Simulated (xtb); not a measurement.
HClSi, triplet, from a rough starting geometry (the spin is typed, not shown lowest); GFN2-xTB in xtb 6.7.1.

Here is a job for xtb.
```
$ xtb mol.xyz --gfn 2 --uhf 2 --opt vtight --json

# file mol.xyz
3

Si     0.12962183    -0.07576357     0.79673491
H      1.20062211    -0.27946032    -0.26456959
Cl    -1.37727974     0.33062885    -0.49803170
```

The log (banner, timings and long lists left out):

```
   ID    Z sym.   atoms
    1   14 Si     1
    2    1 H      2
    3   17 Cl     3

           -------------------------------------------------
          |                Calculation Setup                |
           -------------------------------------------------

           -------------------------------------------------
          |                 G F N 2 - x T B                 |
           -------------------------------------------------

          ...................................................
          :                      SETUP                      :
          :.................................................:
          :  # basis functions                  21          :
          :  # atomic orbitals                  19          :
          :  # shells                            7          :
          :  # electrons                        12          :
          :  max. iterations                   250          :
          :  Hamiltonian                  GFN2-xTB          :
          :  restarted?                      false          :
          :  GBSA solvation                  false          :
          :  PC potential                    false          :
          :  electronic temp.          300.0000000     K    :
          :  accuracy                    1.0000000          :
          :  -> integral cutoff          0.2500000E+02      :
          :  -> integral neglect         0.1000000E-07      :
          :  -> SCF convergence          0.1000000E-05 Eh   :
          :  -> wf. convergence          0.1000000E-03 e    :
          :  Broyden damping             0.4000000          :
          :  net charge                          0          :
          :  unpaired electrons                  2          :
          ...................................................

 iter      E             dE          RMSdq      gap      omega  full diag
   1     -6.7038646 -0.670386E+01  0.526E+00    1.90       0.0  T
   2     -6.7043361 -0.471573E-03  0.337E+00    1.91       1.0  T
   3     -6.7045598 -0.223654E-03  0.680E-01    2.04       1.0  T
   4     -6.7046300 -0.701995E-04  0.627E-01    2.02       1.0  T
   5     -6.7047188 -0.887848E-04  0.183E-01    2.04       1.0  T
   6     -6.7047292 -0.104797E-04  0.126E-01    2.03       1.0  T
   7     -6.7047479 -0.186689E-04  0.896E-02    2.04       1.0  T
   8     -6.7047590 -0.110502E-04  0.403E-02    2.03       1.4  T
   9     -6.7047595 -0.481588E-06  0.113E-02    2.03       5.1  T
  10     -6.7047595 -0.696104E-07  0.716E-03    2.03       8.1  T
  11     -6.7047596 -0.328130E-07  0.242E-03    2.03      23.8  T
  12     -6.7047596 -0.531107E-08  0.704E-04    2.03      82.0  T
  13     -6.7047596 -0.188267E-09  0.365E-04    2.03     158.0  T

   *** convergence criteria satisfied after 13 iterations ***

 transition dipole moment (au) for excitation:           6           7
     X       Y       Z
   0.1176   0.5051   0.0217  total (au/Debye):    0.519   1.319
 dE (eV)             :    2.102
 oscillator strength :  0.19618E-01

         :::::::::::::::::::::::::::::::::::::::::::::::::::::
         ::                     SUMMARY                     ::
         :::::::::::::::::::::::::::::::::::::::::::::::::::::
         :: total energy              -6.692774899476 Eh    ::
         :: gradient norm              0.034648429487 Eh/a0 ::
         :: HOMO-LUMO gap              2.031658258949 eV    ::
         ::.................................................::
         :: SCC energy                -6.704759551798 Eh    ::
         :: -> isotropic ES            0.008101352080 Eh    ::
         :: -> anisotropic ES         -0.003684559537 Eh    ::
         :: -> anisotropic XC          0.000539272525 Eh    ::
         :: -> dispersion             -0.001263950428 Eh    ::
         :: repulsion energy           0.011984652322 Eh    ::
         :: add. restraining           0.000000000000 Eh    ::
         :: total charge               0.000000000000 e     ::
[...]
 * total energy  :    -6.6927749 Eh     change       -0.3210054E-10 Eh
 * total energy  :    -6.6980804 Eh     change       -0.5305473E-02 Eh
 * total energy  :    -6.6993072 Eh     change       -0.1226798E-02 Eh
 * total energy  :    -6.6994354 Eh     change       -0.1282073E-03 Eh
 * total energy  :    -6.6994583 Eh     change       -0.2294101E-04 Eh
 * total energy  :    -6.6994590 Eh     change       -0.6948577E-06 Eh
 * total energy  :    -6.6994591 Eh     change       -0.9236649E-07 Eh
   *** GEOMETRY OPTIMIZATION CONVERGED AFTER 7 ITERATIONS ***
         :: total energy              -6.699459106183 Eh    ::
[...]
         :: repulsion energy           0.015906569437 Eh    ::
         :: add. restraining           0.000000000000 Eh    ::
         :: total charge               0.000000000000 e     ::
         :::::::::::::::::::::::::::::::::::::::::::::::::::::

           -------------------------------------------------
          |                Property Printout                |
           -------------------------------------------------

    * Orbital Energies and Occupations

         #    Occupation            Energy/Eh            Energy/eV
      -------------------------------------------------------------
         1        2.0000           -1.0533452             -28.6630
         2        2.0000           -0.6393719             -17.3982
         3        2.0000           -0.4519529             -12.2983
         4        2.0000           -0.4343743             -11.8199
         5        2.0000           -0.4330347             -11.7835
         6        1.0000           -0.3208331              -8.7303
         7        1.0000           -0.2596626              -7.0658 (HOMO)
         8                         -0.1721375              -4.6841 (LUMO)
         9                         -0.1438219              -3.9136
        10                         -0.0903450              -2.4584
        11                         -0.0517886              -1.4092
        12                         -0.0358566              -0.9757
        13                          0.0274063               0.7458
        14                          0.0278528               0.7579
        15                          0.0289149               0.7868
        16                          0.0395100               1.0751
        17                          0.0410375               1.1167
        18                          0.5266383              14.3306
        19                          0.7077650              19.2593
      -------------------------------------------------------------
                  HL-Gap            0.0875251 Eh            2.3817 eV
             Fermi-level           -0.2964170 Eh           -8.0659 eV

     #   Z          covCN         q      C6AA      α(0)
     1  14 Si       1.725     0.260   191.285    29.398
     2   1 H        0.922     0.002     3.032     2.723
     3  17 Cl       0.803    -0.262   107.358    15.850

 Mol. C6AA /au·bohr⁶  :        656.600842
 Mol. C8AA /au·bohr⁸  :      35261.264567
 Mol. α(0) /au        :         47.971189

Wiberg/Mayer (AO) data.
largest (>0.10) Wiberg bond orders for each atom

 ---------------------------------------------------------------------------
     #   Z sym  total        # sym  WBO       # sym  WBO       # sym  WBO
 ---------------------------------------------------------------------------
     1  14 Si   1.960 --     3 Cl   1.082     2 H    0.878
     2   1 H    0.978 --     1 Si   0.878
     3  17 Cl   1.182 --     1 Si   1.082
 ---------------------------------------------------------------------------

Topologies differ in total number of bonds
Writing topology from bond orders to xtbtopo.mol

molecular dipole:
                 x           y           z       tot (Debye)
 q only:        0.843      -0.219       0.518
   full:        0.451      -0.103      -0.054       1.182
molecular quadrupole (traceless):
                xx          xy          yy          xz          yz          zz
 q only:       -2.247       0.786       0.910      -0.841       0.169       1.337
  q+dip:       -0.203       0.173       0.324      -1.242       0.312      -0.120
   full:       -0.177       0.023      -0.158      -0.728       0.150       0.334

optimized geometry written to: xtbopt.xyz

           -------------------------------------------------
          | TOTAL ENERGY               -6.699459106183 Eh   |
          | GRADIENT NORM               0.000088227054 Eh/α |
          | HOMO-LUMO GAP               2.381679739831 eV   |
           -------------------------------------------------

normal termination of xtb
```
